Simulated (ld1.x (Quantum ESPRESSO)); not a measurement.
# Configuration tests for phosphorus (P) (TM)

P, norm-conserving Troullier–Martins (Kleinman–Bylander form), made with ld1.x (Quantum ESPRESSO) 7.5 (PW91, non-relativistic). Core [Ne], reference 3s2 3p2 (charge +1). Waves: 3p (bound): rc 1.50 bohr; 3s (bound): rc 1.26 bohr. Local part: the s channel. Core correction: none.

Energies are relative to the spin-unpolarised reference configuration 3s2 3p2; without spin polarisation the order of configurations can differ from experiment.

**Question.** Give the all-electron excitation energy and the error of the potential for: 3s2 3p3; 3s2 3p1; 3s2 3p0; 3s1 3p3; 3s0 3p5; 3s1 3p0; 3s2 3p2.5.

**Answer.**

```csv
valence configuration,charge,ΔE all-electron (eV),error AE − PS (meV)
3s2 3p3,0,-9.788,+3.6
3s2 3p1,+2,19.219,+9.8
3s2 3p0,+3,49.051,+60
3s1 3p3,+1,9.029,+6.4
3s0 3p5,0,7.246,+20
3s1 3p0,+4,101.020,+225
3s2 3p2.5,+0.5,-5.986,+1.2
```

ld1.x printed “convergence not achieved” for 6 of the counted tests; their residual had stalled under 1e-8, short of the target of 1e-14.
